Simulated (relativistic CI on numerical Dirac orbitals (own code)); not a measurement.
# Tm³⁺: what numerical and physical settings do to a radial Dirac CI calculation

Reference input:

```
atom Tm  Z=69  charge=3  electrons=66
nucleus A=169  rms_radius_fm=5.2256
hamiltonian dirac-coulomb  breit=on  qed=on  c_scale=1
orbitals kli  potential=per-configuration
slater_scale 1
correlation none
mixing on
grid step=0.0125 r_max=64.9
scf mixing=0.4 start=green max_iterations=150 tolerance=2e-08 node_fill=0.05
configurations
  [Xe] 4f12
  [Xe] 4f11 6s
  [Xe] 4f11 6p
end
```

Computed lowest total energy -13550.44569 Ha, first excitation 6723.7 cm⁻¹, 40 SCF steps. Runs with settings changed; * marks those that are bad on purpose:

```tsv
Changed	Outcome	Lowest level	ΔE (Ha)	First excitation (cm⁻¹)	SCF steps	Message
node fill of the KLI weights 0, grid step 0.04, Breit term off	converged	4f12 3H_6	-13.5	6573.7	41	
SCF tolerance 0.0001, end of the grid at 32.45 bohr, start potential thomas-fermi	converged	4f12 3H_6	4.71e-06	6723.6	28	
end of the grid at 194.7 bohr	converged	4f12 3H_6	0	6723.7	40	
Slater scale 1.2	converged	4f12 3H_6	-0.0125	8076.5	40	
iteration limit 2 *	not converged				2	SCF of 1s2 2s2 2p6 3s2 3p6 3d10 4s2 4p6 4d10 4f12 5s2 5p6 did not converge
SCF mixing 0.001 *	converged	4f12 3H_6	6.15e-09	6723.7	84
```

With so few configurations and no correlation, terms lie too far apart (by 10 to 50 % near neutrality), their order can be wrong, and levels of other configurations are missing.
